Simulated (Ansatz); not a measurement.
Ansatz results at the PBE0-D4/def2-TZVP geometry: HOMO–LUMO gap (ωB97M-V/def2-TZVPP) 10.54 eV; HOMO energy (PBE/def2-TZVPP) -6.50 eV; ideal-gas entropy at 298 K and 1 bar (rigid rotor, harmonic PBE0-D4/def2-TZVP) 377 J/(mol·K).

Each molecule was computed in one conformer, which needn't be the lowest.

Task: Which molecule gave them?
A. `C=[CH][GaH][GeH3]`
B. `BC(=[Se])[SiH2]S`
C. `OC1=N[SiH]1O`
D. `[AlH2][CH2][SiH2][GeH3]`

Result: D. The others give `BC(=[Se])[SiH2]S`: 7.82, -6.04, 386; `C=[CH][GaH][GeH3]`: 9.21, -6.34, 380; `OC1=N[SiH]1O`: 11.08, -5.68, 310.
